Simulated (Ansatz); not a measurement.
# A family of molecules: the dipole moment

One atom is swapped for its congeners: C2HBF2 `C#CB(F)F`; C2HAlF2 `C#[C][Al]([F])[F]`; C2HF2Ga `C#[C][Ga]([F])[F]`; C2HF2In `C#[C][In]([F])[F]`. All are singlets with charge 0.

Shapes, held fixed at every level: PBE0-D4/def2-TZVP. Programs: Ansatz 0.2.0. Values in D.

```tsv
level	C2HBF2	C2HAlF2	C2HF2In
PBE-D4/def2-TZVPP	1.81	2.14	3.61
r2SCAN-D4/def2-TZVPP	1.91	2.21	3.75
B3LYP-D4/def2-TZVPP	1.94	2.22	3.82
wB97M-V/def2-TZVPP	1.89	2.18	3.79
```

Q: Estimate the column for C2HF2Ga from its neighbours.

A: The mean of the neighbours at wB97M-V/def2-TZVPP is 2.99 D, against 3.19 from the run. All rows: PBE-D4/def2-TZVPP 3.05; r2SCAN-D4/def2-TZVPP 3.17; B3LYP-D4/def2-TZVPP 3.22; wB97M-V/def2-TZVPP 3.19 D. At wB97M-V/def2-TZVPP the dipole moment rises at every step, from 1.89 to 3.79 D. Every level shows the same order. For atoms past krypton def2 sets carry core potentials with scalar relativity. Relativity is left out for Ga unless named.
